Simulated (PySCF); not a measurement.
All of these have the formula C4H8SSi2. Theory: PySCF, TDDFT CAM-B3LYP/def2-SVPD, vertical, gas phase, core orbitals frozen in the response. Geometries: GFN2-xTB; one conformer of each isolated species. Triplets are in the Tamm–Dancoff approximation.

Question: Rank by computed S1–T1 gap, highest first.
A. `[SiH3]C1=C([SiH3])C(=S)C1`
B. `[SiH3]S[SiH]1C=CC=C1`
C. `C=CS[SiH2]C#C[SiH3]`
D. `[SiH3]SC1=CC=C[SiH2]1`
E. `C=C1C=C(S[SiH3])[SiH2]1`

Answer: E (1.90 eV), B (1.67 eV), D (1.48 eV), C (1.13 eV), A (0.40 eV).

```csv
SMILES,S1−T1 (eV),S1 (eV),T1 (eV),S1 mainly,T1 mainly,f(S1)
C=C1C=C(S[SiH3])[SiH2]1,1.90,4.94,3.04,H→L (93%),H→L (89%),0.453
[SiH3]S[SiH]1C=CC=C1,1.67,4.23,2.56,H→L (98%),H→L (93%),0.035
[SiH3]SC1=CC=C[SiH2]1,1.48,3.80,2.31,H→L (97%),H→L (90%),0.156
C=CS[SiH2]C#C[SiH3],1.13,5.09,3.96,H→L (88%),H→L+3 (37%),0.012
[SiH3]C1=C([SiH3])C(=S)C1,0.40,2.34,1.94,H→L (94%),H→L (92%),0.000
```

H and L stand for HOMO and LUMO. For `C=CS[SiH2]C#C[SiH3]` the leading configurations of S1 and T1 differ. Singlets come from full response and triplets from the Tamm–Dancoff approximation.
